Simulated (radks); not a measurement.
Results of a calculation; reference values are marked as such.
Task: Radial electron density D(r) = 4 pi r^2 rho(r) of an atom or ion with 36 electrons. Code: a radial shooting solver on a logarithmic mesh with Libxc functionals. Model: scalar-relativistic Kohn-Sham, SCAN, spin-polarised, spherical densities, finite nucleus; meta-GGA in the generalised Kohn-Sham scheme; Fermi nuclear charge, rms radius of each element as measured or else 0.836 A^(1/3) + 0.57 fm.

r (bohr),D(r) (e/bohr),spin D(r)
0.006581,13.28,-0.0000187
0.008778,19.67,0.0000594
0.01171,27.60,0.000329
0.01549,35.89,0.00107
0.02066,43.02,0.00301
0.02756,46.17,0.00751
0.03675,44.09,0.0167
0.04902,39.47,0.0326
0.06486,38.87,0.0529
0.08651,46.24,0.0681
0.1154,54.94,0.0592
0.1539,51.73,0.0269
0.2053,37.69,0.0288
0.2716,31.65,0.119
0.3622,37.83,0.210
0.4831,36.83,0.120
0.6444,22.04,-0.0122
0.8594,9.704,0.209
1.146,6.584,0.716
1.517,5.621,0.975
2.023,3.162,0.766
2.698,1.112,0.443
3.598,0.3238,0.232
4.799,0.1098,0.104
6.35,0.03177,0.0316
8.47,0.004605,0.00460
11.3,0.0002588,0.000259

What is the nuclear charge?

Result: Z = 37. The innermost maximum, from 1s, lies near gamma/Z bohr with gamma = sqrt(1 - (Z/c)^2) = 0.963, here 0.026 bohr (found: 0.0282), and its height grows with Z. The density is that of the rubidium ion Rb+ in [Ar] 3d10 4s2 4p5 4d1; the configuration itself is not fixed sharply by these data, and Z only to a few units. D(r) has 3 maxima, at r = 0.0282, 0.126, 0.415 bohr, and minima at 0.0580, 0.263 bohr, inside which lie 2.05, 11.04 electrons.
